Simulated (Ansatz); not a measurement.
`S[SiH2]C1BC1` and `FC1([SiH2]S)BC1` differ in one atom or group.

Ansatz, PBE0-D4/def2-TZVP geometries, multiplicity 1. Each molecule was computed in one conformer, which needn't be the lowest.

```tsv
property	`S[SiH2]C1BC1`
LUMO energy (PBE0/def2-TZVPP) / eV	-1.62
HOMO–LUMO gap (PBE0/def2-TZVPP) / eV	5.69
HOMO–LUMO gap (ωB97M-V/def2-TZVPP) / eV	9.81
HOMO energy (PBE/def2-TZVPP) / eV	-6.11
LUMO energy (ωB97M-V/def2-TZVPP) / eV	0.31
HOMO–LUMO gap (PBE/def2-TZVPP) / eV	3.50
```

(1) What does the change do to each property? (Estimate.)

Results:

(1) Computed: 
```json
{"property": "LUMO energy (PBE0/def2-TZVPP) / eV", "`FC1([SiH2]S)BC1`": "-2.14", "shift": "-0.52"}
{"property": "HOMO–LUMO gap (PBE0/def2-TZVPP) / eV", "`FC1([SiH2]S)BC1`": "5.32", "shift": "-0.37"}
{"property": "HOMO–LUMO gap (ωB97M-V/def2-TZVPP) / eV", "`FC1([SiH2]S)BC1`": "9.52", "shift": "-0.29"}
{"property": "HOMO energy (PBE/def2-TZVPP) / eV", "`FC1([SiH2]S)BC1`": "-6.21", "shift": "-0.10"}
{"property": "LUMO energy (ωB97M-V/def2-TZVPP) / eV", "`FC1([SiH2]S)BC1`": "-0.15", "shift": "-0.46"}
{"property": "HOMO–LUMO gap (PBE/def2-TZVPP) / eV", "`FC1([SiH2]S)BC1`": "3.09", "shift": "-0.41"}
```

With PBE0 the HOMO falls by 0.15 eV and the LUMO falls by 0.52 eV, so the gap narrows by about 0.37 eV. PBE moves the HOMO by -0.10 eV and ωB97M-V by -0.17 eV.
